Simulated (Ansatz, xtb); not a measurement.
# Two structures of GaH5Si2

Structure a: `[SiH3][SiH2][Ga]`, a singlet. Structure b: a singlet given by its coordinates. Both are isolated molecules in the gas phase, relaxed with B3LYP/6-31G*.

a (Å):

```yaml
atoms:
  - { symbol: Ga, position_ang: [0.4584, -2.3346, -1.8084] }
  - { symbol: Si, position_ang: [-1.2011, -0.3619, 1.5717] }
  - { symbol: Si, position_ang: [-0.0501, -2.2550, 0.7650] }
  - { symbol: H, position_ang: [-0.4343, 0.8828, 1.2693] }
  - { symbol: H, position_ang: [-2.5252, -0.2289, 0.8949] }
  - { symbol: H, position_ang: [-1.4525, -0.3842, 3.0420] }
  - { symbol: H, position_ang: [-0.8564, -3.4494, 1.1917] }
  - { symbol: H, position_ang: [1.2174, -2.3485, 1.5670] }
```

b (Å):

| atom | x (Å) | y (Å) | z (Å) |
| --- | --- | --- | --- |
| Ga | -0.6801 | -0.9736 | 1.4970 |
| Si | -2.5854 | -0.2368 | 2.6652 |
| Si | 0.4932 | -2.2551 | -0.2836 |
| H | -2.2786 | 1.2462 | 2.6240 |
| H | -2.1061 | -0.5828 | 4.0603 |
| H | 0.0581 | -1.7905 | -1.6319 |
| H | 0.1958 | -3.7111 | -0.1644 |
| H | 1.9674 | -2.0691 | -0.1789 |

Close contacts (Å): Ga1–Si2 2.35, Ga1–Si3 2.49, Si2–H4 1.52, Si2–H5 1.52, Si3–H6 1.49, Si3–H7 1.49, Si3–H8 1.49.

Problem. Estimate which is lower in electronic energy at CCSD(T)/def2-TZVP, and by roughly how much.

Solution. The CCSD(T)/def2-TZVP calculation puts structure a lower, by 72.5 kJ/mol.

Level by level:

```
            level      geometry  E(b) − E(a) (kJ/mol)  departure from the last row (kJ/mol)  job, with rough time for the two
     B3LYP/6-31G*  B3LYP/6-31G*                   +81.1                                  +8.6             optimisation, 5.1 min
     HF/def2-TZVP  B3LYP/6-31G*                  +114.9                                 +42.3           part of the CCSD(T) run
    MP2/def2-TZVP  B3LYP/6-31G*                   +71.9                                  −0.7           part of the CCSD(T) run
CCSD(T)/def2-TZVP  B3LYP/6-31G*                   +72.5                                                   single point, 2.9 min
```

The levels shown agree on the order. The largest departure from CCSD(T)/def2-TZVP is that of HF/def2-TZVP, 42.3 kJ/mol. Levels run at GFN2-xTB geometries aren't shown.

With harmonic frequencies from B3LYP/6-31G* (ideal gas, rigid rotor, one conformer each, 298.15 K, 1 atm): on the last row, ΔE + ΔZPE = +67.1 kJ/mol. A mode under 50 cm⁻¹ makes harmonic enthalpies and free energies unreliable, so none is given.

The T1 diagnostic of structure b is large, so the coupled-cluster value is less sure. The correlated steps freeze 19 core orbitals; the filled d shell of Ga is correlated, in a basis made for valence electrons. Run with Ansatz 0.2.0; the last row on 1 thread of AMD EPYC (Zen 3) on a shared host.
